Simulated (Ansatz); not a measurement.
Basis sets compared for (I2In-mu-NH2)2 (In2I4N2H4). The state is a singlet with charge 0. Geometry r2SCAN-D4/def2-SVP. Ansatz on 4 threads of Intel Xeon Platinum 8259CL on a shared host; times are rough, and most runs start from earlier orbitals.

```xyz
12

In    0.974    0.043    1.329
I     1.044   -2.138    2.885
I     2.369    2.288    1.774
N    -1.117    0.537    0.801
In   -0.974   -0.044   -1.329
I    -1.049    2.134   -2.888
I    -2.366   -2.292   -1.768
N     1.118   -0.535   -0.802
H    -1.811   -0.003    1.327
H    -1.353    1.524    0.941
H     1.355   -1.521   -0.943
H     1.810    0.007   -1.327
```

In the def2 sets I, In take a core potential; there is no spin–orbit coupling.

Binding counts from free atoms (In doublet, I doublet, N quartet, H doublet) in the same basis, without a counterpoise term.

```json
{"level": "PBE-D4/def2-SVP", "functions": "204", "energy (Eh)": "-1683.0475", "HOMO (eV)": "-6.42", "LUMO (eV)": "-3.11", "binding per atom (eV)": "2.89", "wall time": "3.6 s"}
{"level": "PBE0-D4/def2-SVP", "functions": "204", "energy (Eh)": "-1683.1665", "HOMO (eV)": "-7.59", "LUMO (eV)": "-2.37", "binding per atom (eV)": "2.84", "wall time": "9 s"}
```

(1) Estimate the rows for PBE-D4/def2-TZVP, PBE0-D4/def2-TZVP (with forces).

Results:

(1) 
```tsv
level	functions	energy (Eh)	HOMO (eV)	LUMO (eV)	binding per atom (eV)	wall time
PBE-D4/def2-TZVP	386	-1683.2338	-6.52	-3.21	2.89	8 s
PBE0-D4/def2-TZVP (with forces)	386	-1683.3464	-7.64	-2.44	2.84	39 s
```
